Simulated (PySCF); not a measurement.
The dipole of `[SiH2]1[C@@H](C[C@@H]1F)C(F)F` from its density and from atomic charges.

Coordinates (PBE0-D3(BJ)/def2-SVP, Å) and charges (e) from the PBE0/pcSseg-1 density (PySCF):

```json
{"atom": "F1", "x": "2.195", "y": "-1.326", "z": "-0.825", "Mulliken": "-0.3069", "IAO": "-0.3096", "Hirshfeld": "-0.1099", "ESP-fitted": "-0.2464"}
{"atom": "C2", "x": "1.703", "y": "-0.178", "z": "-0.293", "Mulliken": "+0.6041", "IAO": "+0.4488", "Hirshfeld": "+0.1388", "ESP-fitted": "+0.4396"}
{"atom": "F3", "x": "2.672", "y": "0.347", "z": "0.495", "Mulliken": "-0.3049", "IAO": "-0.3076", "Hirshfeld": "-0.1087", "ESP-fitted": "-0.2506"}
{"atom": "C4", "x": "0.475", "y": "-0.470", "z": "0.525", "Mulliken": "-0.5920", "IAO": "-0.4129", "Hirshfeld": "-0.1361", "ESP-fitted": "-0.1815"}
{"atom": "C5", "x": "-0.737", "y": "-0.908", "z": "-0.339", "Mulliken": "-0.2113", "IAO": "-0.2774", "Hirshfeld": "-0.0789", "ESP-fitted": "-0.3069"}
{"atom": "C6", "x": "-1.444", "y": "0.434", "z": "-0.580", "Mulliken": "-0.0389", "IAO": "-0.0857", "Hirshfeld": "-0.0254", "ESP-fitted": "+0.0566"}
{"atom": "F7", "x": "-0.886", "y": "1.065", "z": "-1.687", "Mulliken": "-0.3340", "IAO": "-0.3269", "Hirshfeld": "-0.1137", "ESP-fitted": "-0.2235"}
{"atom": "Si8", "x": "-0.565", "y": "1.061", "z": "1.008", "Mulliken": "+0.6191", "IAO": "+0.7213", "Hirshfeld": "+0.3416", "ESP-fitted": "+0.2439"}
{"atom": "H9", "x": "1.515", "y": "0.520", "z": "-1.128", "Mulliken": "+0.0916", "IAO": "+0.1412", "Hirshfeld": "+0.0389", "ESP-fitted": "+0.0689"}
{"atom": "H10", "x": "0.765", "y": "-1.176", "z": "1.318", "Mulliken": "+0.1542", "IAO": "+0.1559", "Hirshfeld": "+0.0409", "ESP-fitted": "+0.1200"}
{"atom": "H11", "x": "-0.477", "y": "-1.439", "z": "-1.271", "Mulliken": "+0.1579", "IAO": "+0.1548", "Hirshfeld": "+0.0443", "ESP-fitted": "+0.1405"}
{"atom": "H12", "x": "-1.398", "y": "-1.570", "z": "0.243", "Mulliken": "+0.1481", "IAO": "+0.1543", "Hirshfeld": "+0.0554", "ESP-fitted": "+0.1299"}
{"atom": "H13", "x": "-2.535", "y": "0.387", "z": "-0.721", "Mulliken": "+0.1254", "IAO": "+0.1419", "Hirshfeld": "+0.0421", "ESP-fitted": "+0.0946"}
{"atom": "H14", "x": "-1.344", "y": "0.829", "z": "2.259", "Mulliken": "-0.0639", "IAO": "-0.1038", "Hirshfeld": "-0.0675", "ESP-fitted": "-0.0509"}
{"atom": "H15", "x": "0.045", "y": "2.422", "z": "0.997", "Mulliken": "-0.0483", "IAO": "-0.0942", "Hirshfeld": "-0.0619", "ESP-fitted": "-0.0341"}
```

Q: Compute μ = Σ q r for each scheme (1 e·Å = 4.803 D) and compare with the dipole of the full density.

A: The full density gives (-2.70, -0.13, 1.29) D, 2.99 D in size; dipole vectors point from the negative to the positive end.

| scheme | μx | μy | μz | size (D) | share of the full size (%) | angle to the full dipole (°) |
| --- | --- | --- | --- | --- | --- | --- |
| Mulliken | -4.05 | 1.12 | 2.63 | 4.96 | 166 | 17 |
| IAO | -4.34 | 1.04 | 3.04 | 5.40 | 180 | 17 |
| Hirshfeld | -1.85 | 0.39 | 1.08 | 2.17 | 73 | 14 |
| ESP-fitted | -2.73 | -0.14 | 1.27 | 3.02 | 101 | 1 |

Q: Which set comes closest?

A: Length of the difference vector: ESP-fitted 0.04 D, Hirshfeld 1.02 D, Mulliken 2.28 D, IAO 2.67 D. Closest: ESP-fitted. The schemes that divide the density aren't constrained to reproduce the dipole.

Q: What is left for the Hirshfeld atoms' own dipoles?

A: The shares of the density sum to the whole, so what Σ q r misses lies in dipoles about the nuclei. The atomic dipoles sum to (-2.70, -0.13, 1.29) − (-1.85, 0.39, 1.08) = (-0.85, -0.52, 0.21) D, 1.02 D in size.

Q: With the origin at the mean of the coordinates, (-0.001, 0.000, 0.000) Å, which are the largest single terms, by size, of the Hirshfeld dipole along the direction of the full one?

A: Si8 +1.47, F1 +1.20, F3 +1.15, C2 -1.10, H14 -0.70 D; all 15 atoms together +2.11 D. The single terms depend on the origin, their sum doesn't.

Q: Give the size of the full dipole in other units.

A: 2.99 D = 1.177 au = 0.623 e·Å = 9.98 × 10⁻³⁰ C·m.

Isolated species at its PBE0-D3(BJ)/def2-SVP geometry (one conformer only).

The run behind these numbers computed NMR shieldings as well. The run took 53 s (grids of density and orbitals included) on one thread, Arm Neoverse N1 (aarch64), no GPU, on a shared host, and the process peaked at 0.84 GiB of memory.

Shape of the structure used: `[F:1][CH:2]([F:3])[C@@H:4]1[CH2:5][C@H:6]([F:7])[SiH2:8]1`: F1–C2–C4–C5 -69°.
